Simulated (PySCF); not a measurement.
NMR data simulated for an unnamed compound:

$^{1}$H NMR (400 MHz, computed): δ 6.24 (br s, 1H), 5.91 (br s, 1H), 3.75 (m, 1H), 3.49 (s, 3H), 3.34 (m, 1H), 1.93 (s, 3H), 1.23 (m, 1H), 1.06 (m, 1H).

$^{13}$C{$^{1}$H} NMR (computed): δ 149.6 (C), 136.7 (CH2), 67.5 (CH), 63.2 (CH3), 26.8 (CH3), 6.3 (CH2).

PySCF 2.14.0 with density-fitted response routines calculation with structure optimised with GFN2-xTB and GIAO PBE0/pcSseg-1 shieldings; a single conformation, no solvent model, averaged over atoms made equivalent by symmetry, fast rotation or ring inversion, non-relativistic Hamiltonian.

Shifts are taken against calculated references (same method and geometry level): $^{1}$H (σref 31.72), $^{13}$C (σref 186.93) vs TMS.

Which of these does the molecule contain: a three-membered ring, a non-aromatic C=C double bond, a ketone, a CF3 group, a Si–H bond, a tert-butyl group?

Results:


- A three-membered ring: yes.
- A non-aromatic C=C double bond: yes.
- A ketone: no.
- A CF3 group: no.
- A Si–H bond: yes (δH 3.34 (m)).
- A tert-butyl group: no.

The data belong to SMILES C=C(C)[Si@@H]1C[C@@H]1OC, C₆H₁₂OSi; they needn't prove each group on their own.

Carbon signals by region: 2 in the sp2 and nitrile region (100–160 ppm), 2 at 50–100 ppm, 2 below 50 ppm.

Shifts are as computed. Against solution values, carbons near 30 ppm lie about +3 ppm off and those near 130 ppm about +5 ppm. Of 1211 compounds with measured shifts, 218 miss one by over three times the rms of a fit or turn the order of signals round; such compounds aren't used in these exercises. Multiplicities follow the n + 1 count of equivalent neighbours, as no J values were calculated; m marks all less simple cases, F and P coupling included.
